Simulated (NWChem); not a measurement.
A series in which one site is exchanged, each optimised at PBE0/def2-SVP with NWChem, gas phase unless a solvent is named. def2 effective core potentials on I; no spin-orbit coupling.

A: [Cu][I] (CuI; site = Cu)
B: [K][I] (KI; site = K)
C: I (HI; site = H)
D: ClI (ICl; site = Cl)

```csv
quantity,A,B,C,D
"dipole (D), PBE0/def2-SVP",…,11.10,0.66,1.39
"orbital gap (eV), PBE0/def2-SVP",…,3.75,7.11,4.14
"static polarisability, PBE/def2-SVPD (bohr³)",…,73.9,37.3,50.6
"lowest singlet excitation, PBE/def2-SVPD, TDA (eV)",…,2.41,5.25,2.40
```

Problem. Fill in the missing entries.

Solution. 
- dipole (D), PBE0/def2-SVP, A: 5.15
- orbital gap (eV), PBE0/def2-SVP, A: 3.96
- static polarisability, PBE/def2-SVPD (bohr³), A: 66.1
- lowest singlet excitation, PBE/def2-SVPD, TDA (eV), A: 1.99
